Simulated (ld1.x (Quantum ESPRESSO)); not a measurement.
## boron (B): one change to a TM semilocal potential, before and after

* Element: B
* Generator: ld1.x (Quantum ESPRESSO) 7.5
* Type: norm-conserving Troullier–Martins (semilocal form)
* Functional: LDA (PZ)
* Relativity: scalar-relativistic
* Frozen core: [He]
* Valence charge: 3
* Reference configuration: 2s1.75 2p1.25
* Partial waves: 2p (bound): rc 2.80 bohr; 2s (bound): rc 1.05 bohr
* Local potential: the s channel
* Core correction: a·sin(br)/r model core inside 0.55 bohr

Change: core correction a·sin(br)/r model core inside 1.04 bohr.

Cutoffs: the cutoffs (Ry, on a coarse ladder) from which the occupation-weighted sum of valence levels, in a spherical-Bessel basis at the reference potential, stays within 10 and 1 mRy of its value at 400 Ry; they do not see the model core or the augmentation charge, which bear on the density cutoff. Errors are all-electron minus pseudo energies relative to the spin-unpolarised reference configuration.

Task: Predict the effect on cutoff, ghosts and configuration errors.

Result: The potential gets neither clearly harder nor softer (40 Ry and 90 Ry → 40 Ry and 90 Ry); of the 9 tests that both files solve, the error grows in 2 and shrinks in 2 by more than 15 % and 0.3 meV (median size 13.4 → 13.7 meV); neither file shows a bound ghost. A semilocal file is local in each channel, so a ghost entry of none says nothing of the separable form that plane-wave codes build from it. A wider model core is smoother and lowers the density cutoff, which this test does not measure.

```csv
quantity,base,changed
"cutoff, loose",40 Ry,40 Ry
"cutoff, tight",90 Ry,90 Ry
bound ghosts,none,none
"error for 2s2 2p1, meV [ΔE -1.42 eV]",-0.5,-0.5
"error for 2s2 2p0, meV [ΔE 6.91 eV]",+81,+82
"error for 2s1 2p0, meV [ΔE 32.21 eV]",+255,+274
"error for 2s2 2p0.5, meV [ΔE 1.52 eV]",+13,+14
"error for 2s0 2p3, meV [ΔE 9.98 eV]",-23,-19
"error for 2s1 2p2, meV [ΔE 4.27 eV]",-4.4,-3.7
"error for 2s2 2p1.3, meV [ΔE -2.19 eV]",-2.1,-2.1
"error for 2s1.75 2p1.25 (spin-polarised), meV [ΔE -0.56 eV]",+16,+29
"error for 2s2 2p1 (spin-polarised), meV [ΔE -1.65 eV]",+5.3,+10
s: phases at 3.03 bohr within 0.05 rad from the reference energy up to (Ry; the scan ends near 5),1.3,1.3
p: phases at 3.03 bohr within 0.05 rad from the reference energy up to (Ry; the scan ends near 5),0.7,0.7
```
